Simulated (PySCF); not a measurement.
C3H7NSi, SMILES C=C=CN[SiH3].

Geometry optimised at B3LYP-D3(BJ)/def2-SVP. This is a generated structure with no PubChem entry under its InChIKey; it may be hypothetical. One conformer was computed; it need not be the lowest.

The numbers are results of HF/def2-TZVP (PySCF), not measurements.

Symmetry labels are those of the subgroup Cs that the program uses (full group Cs).

Computed valence orbital energies around the gap with their symmetry:
| orbital | symmetry | energy (eV) |
|---|---|---|
| HOMO−7 | A' | -17.02 |
| HOMO−6 | A" | -16.24 |
| HOMO−5 | A' | -14.60 |
| HOMO−4 | A" | -14.28 |
| HOMO−3 | A' | -13.08 |
| HOMO−2 | A" | -12.34 |
| HOMO−1 | A' | -10.21 |
| HOMO | A" | -8.55 |
| LUMO | A' | 2.97 |
| LUMO+1 | A' | 4.03 |
| LUMO+2 | A" | 4.31 |
| LUMO+3 | A' | 4.49 |
